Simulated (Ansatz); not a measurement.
`[SiH3][SnH2][Cl]`, relaxed with RKS PBE-D4/def2-SVP in Ansatz 0.2.0 from a rough embedded geometry. The force threshold is 0.03 eV/Å; the program also tests the step.

Total charge 0; spin multiplicity 1. Sn takes the def2 core potential.

Start:

```xyz
8

Si   -0.465    0.983   -0.646
Sn    0.281   -0.959    0.645
Cl    2.601   -1.109    0.484
H    -1.885    1.126   -0.579
H    -0.097    0.873   -2.092
H     0.126    2.271   -0.121
H    -0.160   -0.779    2.327
H    -0.401   -2.407   -0.018
```

Problem. How much energy does the relaxation release, and in how many steps? (Estimate.)

Solution. The calculation gave: 0.20 eV, in 3 steps.

Problem. Which bonds change most? (An estimate is asked.)

Solution. Computed: Si1–Sn2 from 2.448 to 2.583 Å; Si1–H4 from 1.428 to 1.505 Å; Sn2–Cl3 from 2.330 to 2.388 Å; Sn2–H7 from 1.748 to 1.731 Å.

Problem. Give the relaxed structure. (Best estimate.)

Solution. The calculation gave: 
```xyz
8

Si   -0.484    1.073   -0.700
Sn    0.232   -0.994    0.674
Cl    2.611   -1.109    0.490
H    -1.981    1.200   -0.623
H    -0.067    0.895   -2.133
H     0.155    2.307   -0.129
H    -0.105   -0.875    2.367
H    -0.362   -2.496    0.053
```
